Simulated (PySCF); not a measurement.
## Working out the ionisation energy of Cl⁺

Cl⁺ [Ne] 3s2 3p4 (3P) → Cl²⁺ [Ne] 3s2 3p3 (4S). Calculation: PySCF 2.14, in cc-pV(D+d)Z (4s3p2d, 23 functions); the non-relativistic Hamiltonian (point nucleus). Frozen: [Ne]. Energies in hartree (1 hartree = 27.21139 eV):

```
            part  Cl⁺ (lower)  Cl²⁺ (upper)
             UHF  -459.037293   -458.208165
CCSD correlation    -0.111542     -0.094742
             (T)    -0.001334     -0.000981
```

Q: What does Hartree-Fock give?

A: (-458.208165) − (-459.037293) = 0.829128 hartree = 22.562 eV.

Q: What do CCSD and CCSD(T) give?

A: The CCSD correlation energies differ by 0.016800 hartree = 0.457 eV and the triples by 0.000353 hartree = 0.010 eV, so CCSD gives 23.019 eV and CCSD(T) 23.029 eV.

Measured between the centres of the two terms (NIST): 23.771 eV, so CCSD(T) (valence) is off by -0.742 eV.

What remains against the reference includes basis incompleteness, the frozen core and higher excitations.
